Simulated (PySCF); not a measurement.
A structure optimised at PBE-D3(BJ)/def2-SVP, used in a PySCF frequency run:

```xyz
9

C      0.1381     0.9482    -2.2385
C     -0.0925     0.3222    -1.2160
C     -0.3997    -0.4421     0.0000
F      0.2926    -1.6571     0.0000
C     -0.0925     0.3222     1.2160
C      0.1381     0.9482     2.2385
H      0.3527     1.5061    -3.1397
H     -1.4889    -0.6903     0.0000
H      0.3527     1.5061     3.1397
```

Q: Write its SMILES, formula and point group.

A: C#CC(F)C#C, C5H3F, Cs

Q: What are its rotational constants (standard atomic weights)?

A: 5.6059, 2.7713, 1.9489 GHz
